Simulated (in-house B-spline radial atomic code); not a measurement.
A fraction x of an electron is removed from 2p in Sc⁴⁺, starting from [Ne] 3s2 3p5 and keeping the highest spin. Computed with a B-spline radial code for spherical atoms: non-relativistic PBE, spin-polarised, spherical fractional occupations, point nucleus.

```tsv
x	E(x) - E(0) (eV)	2p down level (eV)
0	0.0000	-443.876
0.08	35.6862	-448.281
0.22	98.9874	-456.029
0.25	112.6932	-457.696
0.41	?	?
0.5	228.8606	-471.667
0.62	285.8658	-478.425
0.65	300.2440	-480.120
0.79	368.0156	-488.053
0.95	?	?
1	471.7627	-500.029
```

(1) What belongs in the row x = 0.41?

(2) What belongs in the row x = 0.95?

(3) Check Janak's theorem between x = 0.08 and 0.22.

## Answers

(1) An energy change of 186.6377 eV; 2p down at -466.621 eV.

(2) An energy change of 446.8327 eV; 2p down at -497.170 eV.

(3) The slope of the energy is 452.15 eV; the orbital levels give 452.15 eV (-ε of the emptying orbital, averaged over the two points).
